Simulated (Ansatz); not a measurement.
A structure relaxed at r2SCAN-D4/def2-SVP in Ansatz, charge 1, doublet:

```xyz
5

Pd    1.042   -0.758    0.887
Pd    0.480    0.975   -1.121
Pd   -1.531   -0.209    0.223
Au   -0.014    1.630    1.422
Au    0.025   -1.639   -1.411
```

Give its formula and point group.

the cluster Pd₃Au₂⁺. Point group D3h (tolerance 0.1 Å).

Summarise the bond lengths by kind (pairs closer than 1.2 times the sum of covalent radii, bridged metal pairs left out).

6 × Au–Pd 2.66 to 2.67 Å; 3 × Pd–Pd 2.69 to 2.71 Å.

In the def2 sets Au, Pd take a core potential; there is no spin–orbit coupling. The relaxation made no stability test and no search for a lower SCF solution. No other spin state of charge 1 was run. Another isomer (doublet) lies 0.15 eV lower at PBE0-D4/def2-TZVP; other spin states weren't run for this one.
